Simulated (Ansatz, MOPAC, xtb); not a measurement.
Potential energy curve for SMILES [N+](#[C-]->[Au][CH3])C (C3H6AuN). The Au1–C8 bond (Au1 also carries C; C8 carries H, H, H) is stretched with both fragments frozen at the PBE0/def2-SVP, def2 effective core potentials past Kr optimised geometry. Each curve is given relative to its own lowest point near equilibrium.

```
R / Å      A     B      C     D
-----  -----  ----  -----  ----
1.69    58.1  46.7   45.7  45.3
1.80    31.9  17.7   18.6  18.2
1.93    11.7   3.5    3.7   3.5
2.00     5.2   0.7    0.7   0.6
2.05     2.2   0.0    0.0   0.0
2.13     0.0   0.4    0.8   1.0
2.19     0.2   1.7    2.5   2.9
2.33     5.3   6.4    8.9   9.9
2.50    17.2  14.1   19.0  20.8
2.69    33.7  23.7   31.0  33.7
2.98    59.1  38.7   48.1  52.3
3.37    87.5  56.3   66.8  72.2
3.77   107.6  69.4   80.7  82.0
4.28   122.8  78.9   92.6  86.9
5.01   133.4  83.8  102.1  88.9
5.93   139.8  84.7  107.6  89.2
```

Energies in kcal/mol.

Question: Assign the columns to these levels of theory: GFN1-xTB run with xtb; MOPAC with PM7, restricted, heats of formation; restricted PBE/def2-SVP, def2 effective core potentials past Kr run with Ansatz (a quantum-chemistry and plane-wave program); unrestricted PBE0/def2-SVP, def2 effective core potentials past Kr (Ansatz).

Answer: A is PM7; B is GFN1-xTB; C is RKS-PBE; D is UKS-PBE0.

The restricted form behind PM7, RKS-PBE keeps the bonding electrons paired and can't separate into open-shell fragments. The unrestricted determinant behind UKS-PBE0 is spin-contaminated at 3.37 to 5.93 Å (<S²> up to 1.0, against 0.00 for a pure singlet).
